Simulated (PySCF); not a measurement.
## How methods differ on the ionisation energy of In

In [Kr] 4d10 5s2 5p1 (2P) → In⁺ [Kr] 4d10 5s2 (1S), as a difference of total energies. All numbers are calculated (PySCF 2.14, scalar relativity by spin-free X2C-1e, in x2c-SVPall). Correlated levels: valence: [Kr] 4d10 frozen. The calculations carry no spin-orbit coupling.

```tsv
method	ionisation energy (eV)
UHF	5.163
PBE0	5.607
MP2 (valence)	5.277
CCSD (valence)	5.330
CCSD(T) (valence)	5.340
```

Problem. Estimate what M06-2X gives.

Solution. 5.530 eV, closest to PBE0 among the rows shown.

Problem. Estimate what SCS-MP2 (valence) gives.

Solution. 5.259 eV, closest to MP2 (valence) among the rows shown.

Errors of the correlated levels include the incompleteness of this basis and the frozen core.

For comparison: 5.603 eV (measured; NIST levels, between the centres of gravity of the two terms).
